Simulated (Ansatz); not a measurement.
Total energies of the cluster Al₂Sb₂⁺ from Ansatz at r2SCAN-D4/def2-TZVP, gas phase (1 Eh = 27.2114 eV = 2625.5 kJ/mol). The reference geometry is relaxed at PBE-D4/def2-SVP.

```xyz
4

Al    1.094   -0.754    1.779
Al   -0.960   -1.210    0.164
Sb   -1.126    0.667   -1.728
Sb    0.992    1.297   -0.215
```

```json
{"state": "charge 1 doublet", "geometry": "reference", "energy (Eh)": "-965.31084"}
{"state": "charge 0 triplet", "geometry": "reference", "energy (Eh)": "-965.54783"}
{"state": "charge 1 quartet", "geometry": "relaxed at PBE-D4/def2-SVP", "energy (Eh)": "-965.27397"}
```

In the def2 sets Sb takes a core potential; there is no spin–orbit coupling.

(1) Work out the vertical electron affinity, to the triplet.

(2) Which of the charge 1 states is lowest, and how far above it are the others?

(1) E(charge 1 doublet) − E(charge 0 triplet) = -965.31084 − (-965.54783) = 0.23699 Eh = 6.45 eV.

(2) The doublet. quartet: -965.27397 − (-965.31084) = 0.03687 Eh = 96.8 kJ/mol.

The structure comes from a short search, and lower isomers may exist.
